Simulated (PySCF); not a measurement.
Dissociation curve of SMILES FC (CH3F). The C1–H5 bond (C1 also carries F, H, H; H5 carries nothing else) is varied alone, starting from the PBE0/def2-TZVP optimised geometry.

- UHF/cc-pVDZ (PySCF)
- RHF/cc-pVDZ (PySCF)
- UKS-PBE = unrestricted PBE/cc-pVDZ (PySCF 2.14.0)
- RKS-PBE = PySCF with restricted PBE/cc-pVDZ
- UKS-CAM-B3LYP = unrestricted CAM-B3LYP/cc-pVDZ (PySCF 2.14.0)
- RKS-CAM-B3LYP = PySCF with restricted CAM-B3LYP/cc-pVDZ

Scanned distances (Å): 0.87, 0.92, 0.98, 1.03, 1.06, 1.09, 1.13, 1.16, 1.18, 1.27, 1.34, 1.48, 1.65, 1.79, 1.93, 2.20, 2.41, 2.65, 3.00, 3.28, 3.85.

**Question.** Where does the unrestricted solution first break spin symmetry (<S²> of 0.01 or more)?

**Answer.** UHF: between 1.48 and 1.65 Å; UKS-PBE: between 1.93 and 2.20 Å; UKS-CAM-B3LYP: between 1.79 and 1.93 Å.

```json
[
 {"R / Å": "0.87", "<S²> UHF": "0.00", "E(RHF) − E(UHF) / kcal/mol": "0.0", "<S²> UKS-PBE": "0.00", "E(RKS-PBE) − E(UKS-PBE) / kcal/mol": "0.0", "<S²> UKS-CAM-B3LYP": "0.00", "E(RKS-CAM-B3LYP) − E(UKS-CAM-B3LYP) / kcal/mol": "0.0"},
 {"R / Å": "0.92", "<S²> UHF": "0.00", "E(RHF) − E(UHF) / kcal/mol": "0.0", "<S²> UKS-PBE": "0.00", "E(RKS-PBE) − E(UKS-PBE) / kcal/mol": "0.0", "<S²> UKS-CAM-B3LYP": "0.00", "E(RKS-CAM-B3LYP) − E(UKS-CAM-B3LYP) / kcal/mol": "0.0"},
 {"R / Å": "0.98", "<S²> UHF": "0.00", "E(RHF) − E(UHF) / kcal/mol": "0.0", "<S²> UKS-PBE": "0.00", "E(RKS-PBE) − E(UKS-PBE) / kcal/mol": "0.0", "<S²> UKS-CAM-B3LYP": "0.00", "E(RKS-CAM-B3LYP) − E(UKS-CAM-B3LYP) / kcal/mol": "0.0"},
 {"R / Å": "1.03", "<S²> UHF": "0.00", "E(RHF) − E(UHF) / kcal/mol": "0.0", "<S²> UKS-PBE": "0.00", "E(RKS-PBE) − E(UKS-PBE) / kcal/mol": "0.0", "<S²> UKS-CAM-B3LYP": "0.00", "E(RKS-CAM-B3LYP) − E(UKS-CAM-B3LYP) / kcal/mol": "0.0"},
 {"R / Å": "1.06", "<S²> UHF": "0.00", "E(RHF) − E(UHF) / kcal/mol": "0.0", "<S²> UKS-PBE": "0.00", "E(RKS-PBE) − E(UKS-PBE) / kcal/mol": "0.0", "<S²> UKS-CAM-B3LYP": "0.00", "E(RKS-CAM-B3LYP) − E(UKS-CAM-B3LYP) / kcal/mol": "0.0"},
 {"R / Å": "1.09", "<S²> UHF": "0.00", "E(RHF) − E(UHF) / kcal/mol": "0.0", "<S²> UKS-PBE": "0.00", "E(RKS-PBE) − E(UKS-PBE) / kcal/mol": "0.0", "<S²> UKS-CAM-B3LYP": "0.00", "E(RKS-CAM-B3LYP) − E(UKS-CAM-B3LYP) / kcal/mol": "0.0"},
 {"R / Å": "1.13", "<S²> UHF": "0.00", "E(RHF) − E(UHF) / kcal/mol": "0.0", "<S²> UKS-PBE": "0.00", "E(RKS-PBE) − E(UKS-PBE) / kcal/mol": "0.0", "<S²> UKS-CAM-B3LYP": "0.00", "E(RKS-CAM-B3LYP) − E(UKS-CAM-B3LYP) / kcal/mol": "0.0"},
 {"R / Å": "1.16", "<S²> UHF": "0.00", "E(RHF) − E(UHF) / kcal/mol": "0.0", "<S²> UKS-PBE": "0.00", "E(RKS-PBE) − E(UKS-PBE) / kcal/mol": "0.0", "<S²> UKS-CAM-B3LYP": "0.00", "E(RKS-CAM-B3LYP) − E(UKS-CAM-B3LYP) / kcal/mol": "0.0"},
 {"R / Å": "1.18", "<S²> UHF": "0.00", "E(RHF) − E(UHF) / kcal/mol": "0.0", "<S²> UKS-PBE": "0.00", "E(RKS-PBE) − E(UKS-PBE) / kcal/mol": "0.0", "<S²> UKS-CAM-B3LYP": "0.00", "E(RKS-CAM-B3LYP) − E(UKS-CAM-B3LYP) / kcal/mol": "0.0"},
 {"R / Å": "1.27", "<S²> UHF": "0.00", "E(RHF) − E(UHF) / kcal/mol": "0.0", "<S²> UKS-PBE": "0.00", "E(RKS-PBE) − E(UKS-PBE) / kcal/mol": "0.0", "<S²> UKS-CAM-B3LYP": "0.00", "E(RKS-CAM-B3LYP) − E(UKS-CAM-B3LYP) / kcal/mol": "0.0"},
 {"R / Å": "1.34", "<S²> UHF": "0.00", "E(RHF) − E(UHF) / kcal/mol": "0.0", "<S²> UKS-PBE": "0.00", "E(RKS-PBE) − E(UKS-PBE) / kcal/mol": "0.0", "<S²> UKS-CAM-B3LYP": "0.00", "E(RKS-CAM-B3LYP) − E(UKS-CAM-B3LYP) / kcal/mol": "0.0"},
 {"R / Å": "1.48", "<S²> UHF": "0.00", "E(RHF) − E(UHF) / kcal/mol": "0.0", "<S²> UKS-PBE": "0.00", "E(RKS-PBE) − E(UKS-PBE) / kcal/mol": "0.0", "<S²> UKS-CAM-B3LYP": "0.00", "E(RKS-CAM-B3LYP) − E(UKS-CAM-B3LYP) / kcal/mol": "0.0"},
 {"R / Å": "1.65", "<S²> UHF": "0.03", "E(RHF) − E(UHF) / kcal/mol": "0.0", "<S²> UKS-PBE": "0.00", "E(RKS-PBE) − E(UKS-PBE) / kcal/mol": "0.0", "<S²> UKS-CAM-B3LYP": "0.00", "E(RKS-CAM-B3LYP) − E(UKS-CAM-B3LYP) / kcal/mol": "0.0"},
 {"R / Å": "1.79", "<S²> UHF": "0.37", "E(RHF) − E(UHF) / kcal/mol": "3.8", "<S²> UKS-PBE": "0.00", "E(RKS-PBE) − E(UKS-PBE) / kcal/mol": "0.0", "<S²> UKS-CAM-B3LYP": "0.00", "E(RKS-CAM-B3LYP) − E(UKS-CAM-B3LYP) / kcal/mol": "0.0"},
 {"R / Å": "1.93", "<S²> UHF": "0.59", "E(RHF) − E(UHF) / kcal/mol": "11.6", "<S²> UKS-PBE": "0.00", "E(RKS-PBE) − E(UKS-PBE) / kcal/mol": "0.0", "<S²> UKS-CAM-B3LYP": "0.02", "E(RKS-CAM-B3LYP) − E(UKS-CAM-B3LYP) / kcal/mol": "0.0"},
 {"R / Å": "2.20", "<S²> UHF": "0.82", "E(RHF) − E(UHF) / kcal/mol": "31.0", "<S²> UKS-PBE": "0.03", "E(RKS-PBE) − E(UKS-PBE) / kcal/mol": "0.0", "<S²> UKS-CAM-B3LYP": "0.49", "E(RKS-CAM-B3LYP) − E(UKS-CAM-B3LYP) / kcal/mol": "5.2"},
 {"R / Å": "2.41", "<S²> UHF": "0.90", "E(RHF) − E(UHF) / kcal/mol": "46.5", "<S²> UKS-PBE": "0.49", "E(RKS-PBE) − E(UKS-PBE) / kcal/mol": "2.5", "<S²> UKS-CAM-B3LYP": "0.71", "E(RKS-CAM-B3LYP) − E(UKS-CAM-B3LYP) / kcal/mol": "13.0"},
 {"R / Å": "2.65", "<S²> UHF": "0.96", "E(RHF) − E(UHF) / kcal/mol": "62.8", "<S²> UKS-PBE": "0.76", "E(RKS-PBE) − E(UKS-PBE) / kcal/mol": "7.8", "<S²> UKS-CAM-B3LYP": "0.85", "E(RKS-CAM-B3LYP) − E(UKS-CAM-B3LYP) / kcal/mol": "22.9"},
 {"R / Å": "3.00", "<S²> UHF": "0.99", "E(RHF) − E(UHF) / kcal/mol": "83.1", "<S²> UKS-PBE": "0.92", "E(RKS-PBE) − E(UKS-PBE) / kcal/mol": "16.2", "<S²> UKS-CAM-B3LYP": "0.95", "E(RKS-CAM-B3LYP) − E(UKS-CAM-B3LYP) / kcal/mol": "36.3"},
 {"R / Å": "3.28", "<S²> UHF": "1.00", "E(RHF) − E(UHF) / kcal/mol": "96.5", "<S²> UKS-PBE": "0.97", "E(RKS-PBE) − E(UKS-PBE) / kcal/mol": "21.9", "<S²> UKS-CAM-B3LYP": "0.98", "E(RKS-CAM-B3LYP) − E(UKS-CAM-B3LYP) / kcal/mol": "45.5"},
 {"R / Å": "3.85", "<S²> UHF": "1.01", "E(RHF) − E(UHF) / kcal/mol": "117.0", "<S²> UKS-PBE": "1.00", "E(RKS-PBE) − E(UKS-PBE) / kcal/mol": "29.8", "<S²> UKS-CAM-B3LYP": "1.00", "E(RKS-CAM-B3LYP) − E(UKS-CAM-B3LYP) / kcal/mol": "59.5"}
]
```
